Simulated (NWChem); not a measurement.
SiH$_{3}$I; SMILES [SiH3]I

Results from NWChem. Coordinates come from a PBE0/def2-SVP optimisation. def2 effective core potentials on I; no spin-orbit coupling. Level B3LYP/def2-SVP: energy and gradient on several grids; changes count from the extra-fine grid, which is no exact limit either.

### Question
Which is the coarsest grid (medium; fine; coarse; xfine; xcoarse) from which on the energy stays within 100 μHa and each gradient component within 200 μHa/bohr of xfine?

### Answer
coarse.
```
grid     size of the energy change (μHa)  largest change of a gradient component (μHa/bohr)
-------  -------------------------------  -------------------------------------------------
xcoarse                              600                                               1000
coarse                                60                                                 70
medium                              < 10                                                 50
fine                                < 10                                               < 30
xfine                               < 10                                               < 30
```
